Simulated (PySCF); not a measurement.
CH7AlGe2, CH8Ge2Si, Ge2H5O, BGe2H7O (calculated)

Calculation on a computer-drawn molecule: the log of a Hartree-Fock and frozen-core CCSD(T) single point meant for a local Hartree-Fock minimum, with one planted fault or none, to be diagnosed. Offsets are logged minus clean, where the clean run is the same molecule without the fault. The reference is restricted for singlets and unrestricted otherwise, and also for a bond in bohr or an excited solution. Adding or removing an electron swaps singlet and doublet. The excited solution moves the top pair (singlet) or top alpha electron (doublet) to the lowest empty orbital. Highest occupied and lowest empty are orbital energies over both spins, largest force is the largest gradient component, triples share is (T) over the correlation energy, the T1 limit is 0.02 restricted and 0.045 unrestricted, electrons count all cores, a negative frequency is imaginary (commonest isotopes), and the dipole is about the centre of nuclear charge; on germanium a core potential holds 10 electrons, which the energies leave out, and 3d is frozen in MP2 and coupled-cluster steps. Program: PySCF 2.14.0.

Common to all runs: meant charge 0; meant basis and core potential on germanium cc-pVDZ-PP ECP10MDF; logged SCF converged yes; logged CC converged yes; logged SCF stable within its kind yes; possible faults no fault, one electron removed, one electron added, multiplicity raised by two, geometry at a saddle point, SCF held on an excited solution, minimal basis STO-3G, one bond length entered in bohr, all coordinates scaled.

(1) CH7AlGe2

Logged structure:
```xyz
11
CH7AlGe2
Ge     0.0318     1.0943    -2.3576
C     -0.1952     1.6527    -0.6864
Al    -0.6713     0.5518     0.8075
Ge    -1.0556    -1.9232     0.6134
H      0.4108     1.9997    -3.5244
H     -0.1327    -0.3556    -2.7842
H     -0.0385     2.7227    -0.5546
H     -0.8368     1.2063     2.2419
H     -0.8763    -2.4948    -0.8050
H     -2.4794    -2.3087     1.0582
H     -0.0970    -2.7151     1.5231
```

```
meant multiplicity                   : 1
meant basis                          : cc-pV(D+d)Z
logged electrons                     : 90
logged basis functions               : 118
logged spin squared                  : 2.0233
logged highest occupied              : -6.3235 eV
logged lowest empty                  : -0.4059 eV
logged largest force                 : 0.10981 hartree/bohr
logged T1 diagnostic                 : 0.016047
logged D1 diagnostic                 : 0.075133
logged triples share                 : 0.026058
logged dipole magnitude              : 1.6636 debye
logged energy HF                     : -870.49541 hartree
logged energy CCSD(T)                : -870.93251 hartree
planted fault                        : multiplicity raised by two
HF energy offset from clean run      : 40.15 kcal/mol
CCSD(T) energy offset from clean run : 63.66 kcal/mol
```

Drawn bonds:
```csv
atom,other atom,order
1,2,2
2,3,1
3,4,1
1,5,1
1,6,1
2,7,1
3,8,1
4,9,1
4,10,1
4,11,1
```

(2) CH7AlGe2

Structure as in entry 1.

```
meant multiplicity                   : 1
meant basis                          : cc-pV(D+d)Z
logged electrons                     : 89
logged basis functions               : 118
logged spin squared                  : 0.7558
logged highest occupied              : -13.648 eV
logged lowest empty                  : -6.5273 eV
logged largest force                 : 0.066874 hartree/bohr
logged T1 diagnostic                 : 0.01394
logged D1 diagnostic                 : 0.049155
logged triples share                 : 0.02583
logged dipole magnitude              : 8.4321 debye
logged energy HF                     : -870.28927 hartree
logged energy CCSD(T)                : -870.71315 hartree
planted fault                        : one electron removed
HF energy offset from clean run      : 169.5 kcal/mol
CCSD(T) energy offset from clean run : 201.3 kcal/mol
```

Drawn bonds:
```csv
atom,other atom,order
1,2,2
2,3,1
3,4,1
1,5,1
1,6,1
2,7,1
3,8,1
4,9,1
4,10,1
4,11,1
```

(3) CH7AlGe2

Structure as in entry 1.

```
meant multiplicity                   : 1
meant basis                          : cc-pV(D+d)Z
logged electrons                     : 91
logged basis functions               : 118
logged spin squared                  : 1.0273
logged highest occupied              : -0.47631 eV
logged lowest empty                  : 6.3284 eV
logged largest force                 : 0.037231 hartree/bohr
logged T1 diagnostic                 : 0.036025
logged D1 diagnostic                 : 0.17954
logged triples share                 : 0.034391
logged dipole magnitude              : 3.447 debye
logged energy HF                     : -870.55595 hartree
logged energy CCSD(T)                : -871.04322 hartree
planted fault                        : one electron added
HF energy offset from clean run      : 2.161 kcal/mol
CCSD(T) energy offset from clean run : -5.816 kcal/mol
```

Drawn bonds:
```csv
atom,other atom,order
1,2,2
2,3,1
3,4,1
1,5,1
1,6,1
2,7,1
3,8,1
4,9,1
4,10,1
4,11,1
```

(4) CH8Ge2Si

Logged structure:
```xyz
12
CH8Ge2Si
Ge     0.3578     2.2125     0.4145
C     -0.9515     1.0246     0.4117
Si    -0.9198    -0.6024    -0.4745
Ge    -2.6287    -0.7274    -2.1688
H      1.6753     1.9925    -0.3090
H      0.2723     3.5498     1.1338
H     -1.8451     1.3011     0.9654
H      0.4033    -0.7815    -1.1245
H     -1.1319    -1.7405     0.4573
H     -2.3850     0.3152    -3.2704
H     -2.6719    -2.1131    -2.8322
H     -4.0167    -0.4548    -1.5678
```

```
meant multiplicity                   : 1
meant basis                          : cc-pV(D+d)Z
logged electrons                     : 93
logged basis functions               : 123
logged spin squared                  : 0.7677
logged highest occupied              : -0.051328 eV
logged lowest empty                  : 7.501 eV
logged largest force                 : 0.058809 hartree/bohr
logged T1 diagnostic                 : 0.015265
logged D1 diagnostic                 : 0.063855
logged triples share                 : 0.031054
logged dipole magnitude              : 4.4337 debye
logged energy HF                     : -918.12625 hartree
logged energy CCSD(T)                : -918.65549 hartree
planted fault                        : one electron added
HF energy offset from clean run      : 17.56 kcal/mol
CCSD(T) energy offset from clean run : 13.01 kcal/mol
```

Drawn bonds:
```csv
atom,other atom,order
1,2,2
2,3,1
3,4,1
1,5,1
1,6,1
2,7,1
3,8,1
3,9,1
4,10,1
4,11,1
4,12,1
```

(5) Ge2H5O

Logged structure:
```xyz
8
Ge2H5O
Ge    -0.1169     2.8160    -0.5847
O      0.2319     1.1045    -0.2898
Ge     1.6390     0.0285    -0.2849
H      0.9077     3.6787     0.1833
H     -1.5473     3.0610    -0.0791
H      1.2396    -1.2114     0.5099
H      1.9929    -0.3352    -1.7292
H      2.8190     0.7478     0.3782
```

```
meant multiplicity                   : 2
meant basis                          : cc-pVDZ
logged electrons                     : 78
logged basis functions               : 85
logged spin squared                  : 0
logged highest occupied              : -0.47318 eV
logged lowest empty                  : 7.6539 eV
logged largest force                 : 0.084776 hartree/bohr
logged T1 diagnostic                 : 0.015235
logged D1 diagnostic                 : 0.041722
logged triples share                 : 0.024203
logged dipole magnitude              : 6.978 debye
logged energy HF                     : -664.50274 hartree
logged energy CCSD(T)                : -664.94666 hartree
planted fault                        : one electron added
HF energy offset from clean run      : 10.13 kcal/mol
CCSD(T) energy offset from clean run : -6.346 kcal/mol
```

Drawn bonds:
```csv
atom,other atom,order
1,2,1
2,3,1
1,4,1
1,5,1
3,6,1
3,7,1
3,8,1
```

(6) BGe2H7O

Logged structure:
```xyz
11
BGe2H7O
Ge    -0.6284     2.3946    -1.6101
B      0.7169     1.5279    -0.2292
O      0.4287     0.5378     0.6230
Ge    -1.0459    -0.4329     0.9850
H     -0.0993     2.2421    -3.0460
H     -0.7766     3.9020    -1.3442
H     -2.0451     1.7884    -1.5826
H      1.8421     1.9666    -0.2103
H     -2.1369     0.5246     1.4519
H     -1.4460    -1.1732    -0.2865
H     -0.6088    -1.3846     2.0882
```

```
meant multiplicity      : 1
meant basis             : cc-pVDZ
logged electrons        : 84
logged basis functions  : 109
logged spin squared     : 0
logged highest occupied : -9.9516 eV
logged lowest empty     : 2.7215 eV
logged largest force    : 4.681e-06 hartree/bohr
logged lowest frequency : 43.621 cm⁻¹
logged T1 diagnostic    : 0.015021
logged D1 diagnostic    : 0.053176
logged triples share    : 0.025611
logged dipole magnitude : 2.3231 debye
logged energy HF        : -690.41157 hartree
logged energy CCSD(T)   : -690.95164 hartree
planted fault           : ?
```

Drawn bonds:
```csv
atom,other atom,order
1,2,1
2,3,1
3,4,1
1,5,1
1,6,1
1,7,1
2,8,1
4,9,1
4,10,1
4,11,1
```

To be estimated
1. BGe2H7O (entry 6): planted fault?

Calculated values
1. no fault

Further results for BGe2H7O (entry 6):

```
HF energy offset from clean run      : 0 kcal/mol
CCSD(T) energy offset from clean run : 0 kcal/mol
```
